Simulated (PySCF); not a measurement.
Si(F)(OH)3 (FH3O3Si), SMILES O[Si](O)(O)F. The structure is a stationary point at TPSSh-D3(BJ)/def2-SVP. One conformer was computed; it need not be the lowest.

The numbers are results of TPSSh-D3(BJ)/def2-SVP (PySCF), not measurements.

Harmonic wavenumbers (cm⁻¹): 112, 112, 245, 295, 295, 357, 357, 368, 755, 795, 796, 807, 943, 1009, 1009, 3849, 3849, 3851. Rotational constants (GHz): 3.908, 3.908, 3.861; symmetry number 3.

### Question
Work out the zero-point energy and the ideal-gas rigid-rotor harmonic-oscillator thermochemistry at 298.15 K and 1 atm.

### Answer
ZPE = ½ Σ hcν = ½ × 19802 cm⁻¹ = 118.44 kJ/mol. H − E(el) = 139.56 kJ/mol. Entropy in J/(mol K): translation 165.94, rotation 100.08, vibration 65.52, total 331.53. G − E(el) = 40.71 kJ/mol. Cp = 106.64 J/(mol K). Modes under 150 cm⁻¹ make the vibrational entropy uncertain.
